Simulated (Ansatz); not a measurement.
`N#[C][Sn]([F])([F])[F]` + H₂O → `N#CO` + `[F][SnH]([F])[F]` at 298.15 K and 1 bar (formal hydrolysis of a C–Sn bond).

Computed with Ansatz on PBE0-D4/def2-TZVP structures; ΔE is electronic, products minus reactants. CBS: MP2 limit from def2 TZ/QZ plus the TZ coupled-cluster correction, frozen cores. This one scheme is used for every species. def2 core potentials past Kr. For Sn outer-core shells are correlated without core-valence functions, which leaves a few kJ/mol of doubt a bond. One conformer a species, not always the lowest.

```
                 species  CCSD(T)/CBS energy (Eh)  H − E (kJ/mol)  S (J/(mol·K))
`N#[C][Sn]([F])([F])[F]`               -606.22625            59.0          363.7
                     H₂O                -76.37941            66.4          188.7
                  `N#CO`               -168.48100            68.5          241.1
      `[F][SnH]([F])[F]`               -514.09299            50.3          312.4
```

H − E and S are ideal-gas, rigid-rotor, harmonic terms from PBE0-D4/def2-TZVP, for one conformer and one mirror image of each species. 1 Eh = 2625.50 kJ/mol, R = 8.31446 J/(mol·K).

Q: By hand: ΔE, ΔH, ΔS and ΔG.

A: ΔE = (-168.48100) + (-514.09299) − (-606.22625) − (-76.37941) = 0.03167 Eh = 83.1 kJ/mol. Δ(H − E) = 68.5 + 50.3 − 59.0 − 66.4 = -6.6, so ΔH = 76.5 kJ/mol. ΔS = 241.1 + 312.4 − 363.7 − 188.7 = 1.1 J/(mol·K). ΔG = 76.5 − 298.15 × (1.1)/1000 = 76.2 kJ/mol.

Q: By hand: the equilibrium constant, and the temperature at which ΔG would vanish if ΔH and ΔS stayed fixed.

A: log₁₀ K = −ΔG/(RT ln 10) = -13.3. ΔG = 0 at ΔH/ΔS = 69545 K, far beyond where these terms or the molecules hold.

The number of gas molecules stays the same, so ΔS is small and ΔH decides. A doubt of 5 kJ/mol in ΔE shifts log₁₀ K by 0.9 here. Other conformers and mirror images would add mixing entropy, several J/(mol·K) or more a flexible species. These are equilibria of isolated gas molecules and say nothing of rates. Largest T1 diagnostic: 0.015 (customary marks: 0.02 for closed shells, 0.045 for open ones).
